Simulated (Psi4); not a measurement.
CrF2O2, singlet, geometry from GFN2-xTB (such geometries of metal compounds can be far from the true shape); B3LYP/STO-3G (Psi4).

The Psi4 input:
```
memory 2 GB

molecule {
0 1
  Cr    0.05209847   -0.00918190    0.01711959
  O     1.23511899   -0.33445517   -0.92728600
  O     0.50205912    0.02829272    1.49812372
  F    -0.56708148    1.48699299   -0.39379254
  F    -1.11600608   -1.19036352   -0.15927100
}

set basis sto-3g
set df_basis_scf cc-pvtz-jkfit

energy('b3lyp')
print_variables()
```

The log (banner, timings and long lists left out):

```
   => Loading Basis Set <=

    Name: STO-3G
    Role: ORBITAL
    Keyword: BASIS

         ---------------------------------------------------------
                                   SCF
               by Justin Turney, Rob Parrish, Andy Simmonett
                          and Daniel G. A. Smith
                              RKS Reference
         ---------------------------------------------------------

  ==> Geometry <==

    Molecular point group: c1
    Full point group: C1

    Geometry (in Angstrom), charge = 0, multiplicity = 1:

       Center              X                  Y                   Z               Mass
    ------------   -----------------  -----------------  -----------------  -----------------
         CR           0.064269177417    -0.011326881630     0.021118891027    51.940506230000
         O            1.247289697417    -0.336600151630    -0.923286698973    15.994914619570
         O            0.514229827417     0.026147738370     1.502123021027    15.994914619570
         F           -0.554910772583     1.484848008370    -0.389793238973    18.998403162730
         F           -1.103835372583    -1.192508501630    -0.155271698973    18.998403162730

  Running in c1 symmetry.

  Rotational constants: A =      0.15231  B =      0.13609  C =      0.12992 [cm^-1]
  Rotational constants: A =   4566.25714  B =   4079.80842  C =   3894.77519 [MHz]
  Nuclear repulsion =  355.172805829559024

  Charge       = 0
  Multiplicity = 1
  Electrons    = 58
  Nalpha       = 29
  Nbeta        = 29

  ==> Algorithm <==

  SCF Algorithm Type is DF.
  DIIS enabled.
  MOM disabled.
  Fractional occupation disabled.
  Guess Type is SAD.
  Energy threshold   = 1.00e-06
  Density threshold  = 1.00e-06
  Integral threshold = 1.00e-12

  ==> Primary Basis <==

  Basis Set: STO-3G
    Blend: STO-3G
    Number of shells: 20
    Number of basis functions: 38
    Number of Cartesian functions: 39
    Spherical Harmonics?: true
    Max angular momentum: 2

  ==> DFT Potential <==

   => LibXC <=

    Version 7.1.2
    S. Lehtola, C. Steigemann, M. J. T. Oliveira, and M. A. L. Marques,  SoftwareX 7, 1–5 (2018) (10.1016/j.softx.2017.11.002)

   => Composite Functional: B3LYP <=

    B3LYP Hyb-GGA Exchange-Correlation Functional

    P. J. Stephens, F. J. Devlin, C. F. Chabalowski, and M. J. Frisch,  J. Phys. Chem. 98, 11623 (1994) (10.1021/j100096a001)

    Deriv               =              1
    GGA                 =           TRUE
    Meta                =          FALSE

    Exchange Hybrid     =           TRUE
    MP2 Hybrid          =          FALSE

   => Exchange Functionals <=

    0.0800   Slater exchange
    0.7200         Becke 88

   => Exact (HF) Exchange <=

    0.2000               HF

   => Correlation Functionals <=

    0.1900   Vosko, Wilk & Nusair (VWN5_RPA)
    0.8100   Lee, Yang & Parr

   => LibXC Density Thresholds  <==

    XC_HYB_GGA_XC_B3LYP:  1.00E-15

   => Molecular Quadrature <=

    Radial Scheme          =       TREUTLER
    Pruning Scheme         =           NONE
    Nuclear Scheme         =       TREUTLER

    Blocking Scheme        =         OCTREE
    BS radius alpha        =              1
    Pruning alpha          =              1
    Radial Points          =             75
    Spherical Points       =            302
    Total Points           =         106236
    Total Blocks           =            857
    Max Points             =            256
    Max Functions          =             35
    Weights Tolerance      =       1.00E-15

Traceback (most recent call last):
  File "psi4", line 375, in <module>
  File "<string>", line 26, in <module>
  File "site-packages/psi4/driver/driver.py", line 533, in energy
  File "site-packages/psi4/driver/procrouting/proc.py", line 2760, in run_scf
  File "site-packages/psi4/driver/procrouting/proc.py", line 1939, in scf_helper
  File "site-packages/psi4/driver/procrouting/proc.py", line 1462, in scf_wavefunction_factory
  File "site-packages/psi4/driver/p4util/python_helpers.py", line 169, in _pybuild_basis
  File "site-packages/psi4/driver/qcdb/libmintsbasisset.py", line 722, in pyconstruct
  File "site-packages/psi4/driver/qcdb/libmintsbasisset.py", line 976, in construct

psi4.driver.qcdb.exceptions.BasisSetNotFound: BasisSet::construct: Unable to find a basis set for atom 1 for key JKFIT among:
  Shell Entries: ['CR']
  Basis Sets: [('CC-PVTZ-JKFIT', 'CC-PVTZ-JKFIT', None)]
  File Path: tmpcpyhpai5, tmpcpyhpai5, basis
  Input Blocks:

Printing out the relevant lines from the Psithon --> Python processed input file:
      F    -1.11600608   -1.19036352   -0.15927100
    """)
    core.IO.set_default_namespace("")
    core.set_global_option("BASIS", "sto-3g")
    core.set_global_option("DF_BASIS_SCF", "cc-pvtz-jkfit")
--> energy('b3lyp')
    print_variables()

!----------------------------------------------------------------------------------!
!                                                                                  !
!  BasisSet::construct: Unable to find a basis set for atom 1 for key JKFIT among: !
!   Shell Entries: ['CR']                                                          !
!   Basis Sets: [('CC-PVTZ-JKFIT', 'CC-PVTZ-JKFIT', None)]                         !
!   File Path: tmpcpyhpai5,                        !
!     tmpcpyhpai5,                                 !
!     basis                                          !
!   Input Blocks:                                                                  !
!                                                                                  !
!----------------------------------------------------------------------------------!

QcdbException BasisSetNotFound: BasisSet::construct: Unable to find a basis set for atom 1 for key JKFIT among:
  Shell Entries: ['CR']
  Basis Sets: [('CC-PVTZ-JKFIT', 'CC-PVTZ-JKFIT', None)]
  File Path: tmpcpyhpai5, tmpcpyhpai5, basis
  Input Blocks:
```

The input was rejected before any calculation.
